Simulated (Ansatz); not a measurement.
```yaml
crystal:
  periodic: [false, false, false]
  atoms:
    - {symbol: C, position_ang: [0.214070, -1.472776, 1.006489]}
    - {symbol: N, position_ang: [0.128014, -0.154106, 0.231138]}
    - {symbol: V, position_ang: [-0.192763, 1.079749, -0.868853]}
    - {symbol: Cl, position_ang: [-1.774963, 0.627667, -2.132857]}
    - {symbol: Cl, position_ang: [1.478026, 1.697951, -1.935107]}
    - {symbol: Cl, position_ang: [-0.863058, 2.936438, 0.422638]}
    - {symbol: H, position_ang: [1.286531, -1.711235, 0.946444]}
    - {symbol: H, position_ang: [-0.328210, -2.088747, 0.642370]}
    - {symbol: H, position_ang: [0.001169, -1.001141, 1.966747]}
basis:
  gaussian: {orbitals: "6-31G*"}
magnetization: {spin_polarized: true, initial_magnetization: 0}
hamiltonian: {xc: {name: BLYP}, pseudopotentials: {relativity: scalar}}
relax: {f_tol: 0.0001, max_steps: 2}
output: {forces: true}
```

```sh
$ ansatz run in.yaml --threads 4 --pin off --events-out ev --progress --plain --max-ram 11315MiB
```

Output, abridged:

```
Functional definition: BLYP
1586 factors; their error is unknown
mean field evaluation 1: about -66039.1358 eV, gradient 6.2e1 eV
mean field evaluation 2: about -65399.5159 eV, gradient 3.3e2 eV
mean field evaluation 4: about -66046.9349 eV, gradient 5.2e1 eV
mean field evaluation 8: about -66055.7766 eV, gradient 5.1e0 eV
mean field evaluation 16: about -66055.8488 eV, gradient 1.6e-2 eV
mean field -66055.84879663 eV, -2427.5076690137 hartree, gradient 2.7e-5 eV, S^2 0.000000; 1 other end points of the search recorded, 0 dependent functions left out
reference -66055.84922493 eV, -2427.5076847534 hartree; 45, 45 occupied and 84, 84 virtual orbitals, 1586 factors
relax step   1: F+E_penalty+E_count = -66055.84879663 eV  Δ(F+E_penalty+E_count) = +0.000e0 eV  max|allowed force component| = 1.122e1 eV/Å  Δτ_max = 0.0000 Å  (51 SCF iters, accepted)
1586 factors; their error is unknown
mean field evaluation 32: about -66057.5103 eV, gradient 2.1e-4 eV
mean field -66057.51033201 eV, -2427.5687293128 hartree, gradient 7.9e-6 eV, S^2 0.000000; 0 other end points of the search recorded, 0 dependent functions left out
reference -66057.51075986 eV, -2427.5687450360 hartree; 45, 45 occupied and 84, 84 virtual orbitals, 1586 factors
relax step   2: F+E_penalty+E_count = -66057.51033201 eV  Δ(F+E_penalty+E_count) = -1.662e0 eV  max|allowed force component| = 3.197e0 eV/Å  Δτ_max = 0.1175 Å  (45 SCF iters, accepted)
Error: geometry relaxation did not converge after 2 steps: max|allowed force component| = 3.20e0 eV/Å (threshold 1.0e-4). Raise `relax.max_steps` over both its present limit and 2, loosen `relax.f_tol`, or start from a geometry closer to equilibrium. Where this run's directory can be resumed (`checkpoint.write`), a resume goes on for up to `relax.max_steps` more
```

**Question.** What is wrong with this run?

**Answer.** The relaxation is allowed too few steps for its threshold. The calculation stopped without meeting its thresholds.
